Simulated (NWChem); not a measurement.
# WO$_{2}$BrCl; SMILES [O]=[W](=[O])([Cl])[Br]

Not confirmed as a minimum by frequencies. def2 effective core potentials on W; no spin-orbit coupling.

Problem. Give the equilibrium geometry at PBE-D3(BJ)/def2-SVP with def2 effective core potentials on W (NWChem) as a list of bonds and angles, with the point group.

Solution. point group Cs; any orientation.
Bonds (Å): W1–O2 1.715, W1–O3 1.715, W1–Cl4 2.282, W1–Br5 2.424. Angles (°): O2–W1–O3 106.1, O2–W1–Cl4 109.2, O2–W1–Br5 108.6, O3–W1–Cl4 109.2, O3–W1–Br5 108.6, Cl4–W1–Br5 114.9.
